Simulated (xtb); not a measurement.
Sn(H)3(nPr) (C3H10Sn), SMILES CC[CH2][SnH3]. All values are semi-empirical tight-binding results from xtb (GFN2-xTB unless named), good for trends rather than for accurate numbers. The structure is a stationary point at GFN2-xTB. The structure was generated by enumeration; whether it is a known compound was not checked. Other conformers were not sampled.

Optimised geometry:

```xyz
14

Sn     0.7954     0.3948    -0.0663
C     -0.4643    -1.3363     0.2949
C     -1.8714    -1.2279    -0.2617
C     -2.6679    -0.1023     0.3752
H      2.4068    -0.0182    -0.0356
H      0.5130     1.0797    -1.5562
H      0.6138     1.6105     1.0553
H      0.0368    -2.1976    -0.1454
H     -0.5056    -1.5052     1.3700
H     -1.8321    -1.0795    -1.3428
H     -2.3831    -2.1781    -0.0824
H     -2.6948    -0.2198     1.4561
H     -2.2150     0.8619     0.1466
H     -3.6888    -0.0953     0.0015
```
Charge 0, spin multiplicity 1.

For metal compounds this method's bond lengths and energies can be far off.

Problem. Estimate the properties. (The exact figures need the calculation; the answer reports its results.)

Solution. 
The orbital gap is 6.59 eV and the zero-point energy comes out as 69.8 kcal/mol. The G − E(el) at 298.15 K (modified RRHO) is 49.7 kcal/mol.

Computed atomic charges and the Wiberg bond orders between heavy atoms:
charges (e) Sn1 0.02, C2 -0.07, C3 -0.05, C4 -0.10, H5 0.00, H6 0.00, H7 0.00, H8 0.02, H9 0.02, H10 0.02, H11 0.02, H12 0.03, H13 0.04, H14 0.03. Bond orders Sn1–C2 0.71, C2–C3 1.04, C3–C4 1.03.
